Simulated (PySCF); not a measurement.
GeH7NOSi, SMILES [OH][GeH2][NH][SiH3]. Atoms are numbered in the order given.

```xyz
11

O      2.0835     0.6270     0.0725
Ge     0.7513    -0.5569     0.0819
N     -0.7514     0.1246    -0.7050
Si    -2.1772     0.7271     0.0815
H      1.8591     1.4533     0.5153
H      0.3577    -0.9235     1.5198
H      1.3114    -1.7168    -0.7429
H     -0.6958     0.2247    -1.7156
H     -2.3722     2.1967    -0.1214
H     -2.0113     0.4655     1.5402
H     -3.4195     0.0518    -0.4024
```

Geometry optimised at ωB97X-D3(BJ)/def2-SVP. The structure was generated by enumeration, and PubChem lists no compound with its InChIKey, so it may never have been made. The values are those of a single conformer.

Two levels are set side by side: PBE/pcSseg-1 (PySCF) and PBE0/pcSseg-1 (PySCF). GIAO shifts against GeH4 (⁷³Ge), H2O (¹⁷O), NH3 (¹⁵N), TMS (²⁹Si), TMS (¹H) at the same level; non-relativistic, no solvent, atoms listed together averaged. Differences are taken from unrounded values.

| quantity | PBE0 |
|---|---|
| δ(¹⁷O) of O1 (ppm) | 50.1 |
| δ(⁷³Ge) of Ge2 (ppm) | 330.5 |
| δ(¹⁵N) of N3 (ppm) | 28.0 |
| δ(²⁹Si) of Si4 (ppm) | -48.8 |
| δ(¹H) of H5 (ppm) | 0.87 |
| δ(¹H) of H6, H7 (ppm) | 5.48 |
| δ(¹H) of H8 (ppm) | 0.51 |

Task: What does PBE give, and how far is it from PBE0? (An estimate is asked for; the answer gives what the named calculation found.)

Result: 
```json
[
 {"quantity": "δ(¹⁷O) of O1 (ppm)", "PBE": "67.6", "PBE minus PBE0": "17.5"},
 {"quantity": "δ(⁷³Ge) of Ge2 (ppm)", "PBE": "355.2", "PBE minus PBE0": "24.7"},
 {"quantity": "δ(¹⁵N) of N3 (ppm)", "PBE": "38.7", "PBE minus PBE0": "10.7"},
 {"quantity": "δ(²⁹Si) of Si4 (ppm)", "PBE": "-51.8", "PBE minus PBE0": "-3.0"},
 {"quantity": "δ(¹H) of H5 (ppm)", "PBE": "0.91", "PBE minus PBE0": "0.04"},
 {"quantity": "δ(¹H) of H6, H7 (ppm)", "PBE": "5.73", "PBE minus PBE0": "0.25"},
 {"quantity": "δ(¹H) of H8 (ppm)", "PBE": "0.60", "PBE minus PBE0": "0.09"}
]
```

Rough cost on one machine, each run with all the roots and properties that it gave: PBE0 against PBE within a factor of 2.
